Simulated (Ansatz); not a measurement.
Calculated with Ansatz (gas phase, PBE0-D4/def2-TZVP geometries, no zero-point term in ΔE). CCSD(T)/CBS is the MP2 limit (def2-TZVPP, def2-QZVPP) plus CCSD(T) − MP2 in def2-TZVPP, frozen cores. DFT in def2-TZVPP. B3LYP here is the variant with VWN-RPA as its local correlation; programs differ in this. For Ge outer-core shells are correlated without core-valence functions, which leaves a few kJ/mol of doubt a bond. Scalar relativity is left out up to krypton. One conformer a species, not always the lowest.

Reaction (cleavage of the Si–Si bond): `CO[SiH2][SiH](O)F` + `[NH2][GeH3]` → `CO[SiH2][NH][GeH3]` + `O[SiH2]F`

| level | ΔE (eV) |
| --- | --- |
| PBE-D4 | -0.77 |
| r2SCAN-D4 | -0.94 |
| B3LYP-D4 | -0.95 |
| B2PLYP | -1.01 |
| r2SCAN | -0.94 |
| CCSD(T)/def2-TZVPP | -1.03 |
| HF/CBS(def2) | -1.14 |
| MP2/CBS(def2) | -1.11 |

(1) What does CCSD(T)/CBS give? (An estimate is asked.)

Largest T1 diagnostic among the species: 0.012.

## Answers

(1) Computed: -1.02 eV. The listed levels differ from it by 0.25, 0.08, 0.07, 0.01, 0.08, -0.01, -0.12, -0.09 eV.

From PBE to PBE0 (25 % exact exchange), in def2-TZVPP and without D4, ΔE moves by −0.09 eV.
